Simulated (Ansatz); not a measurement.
The cluster Ag2I⁺, relaxed as a singlet with RKS PBE-D4/def2-TZVP in Ansatz, starting from the GFN1-xTB geometry. Force threshold 0.02 eV/Å.

In the def2 sets Ag, I take a core potential; there is no spin–orbit coupling. The structure comes from a short search, and lower isomers may exist.

Start:

```csv
atom,x (Å),y (Å),z (Å)
Ag1,1.491,-1.091,-1.280
Ag2,0.527,0.479,0.871
I3,-2.017,0.612,0.408
```

```csv
step,energy (eV),largest force component (eV/Å),SCF passes
1,-16094.9346,0.641,44
2,-16095.1569,0.577,32
3,-16095.4424,0.725,26
4,-16095.8052,0.900,29
5,-16096.1548,0.563,29
6,-16096.2284,0.419,22
7 (rejected),-16096.2250,0.737,29
8,-16096.2543,0.109,22
9,-16096.2639,0.072,20
10,-16096.2706,0.047,21
11,-16096.2871,0.098,28
12,-16096.2914,0.016,21
13,-16096.2914,0.018,23
```

Force components are those of the run's own axes.

End:

```xyz
3

Ag    0.556   -1.143   -1.605
Ag    0.601    0.998    1.686
I    -1.157    0.146   -0.081
```

Bonds lost: Ag1–Ag2 (atoms count from 1). Bonds formed: Ag1–I3 (atoms count from 1). The end is the same structure that another start reached, the lowest one found.

The force fell under the threshold at step 12, but the optimiser went on. No frequencies were taken in this run, so the end may be a saddle point.

Run time 21 s (4 threads of Arm Neoverse N1 on a shared host).
